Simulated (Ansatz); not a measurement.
Q: Name a neutral molecule of C, F, Ge, Si and H with HOMO energy (PBE0/def2-TZVPP) between -9.25 and -8.95 eV and LUMO energy (B3LYP/def2-TZVPP) between -0.05 and 0.25 eV (Ansatz, PBE0-D4/def2-TZVP geometry).

A: `F[SiH](F)[CH2][GeH3]` (-9.06 eV, 0.17 eV). Other molecules can fit too; these were computed, each in one conformer that needn't be the lowest.

B3LYP here is the variant with VWN-RPA as its local correlation; programs differ in this.
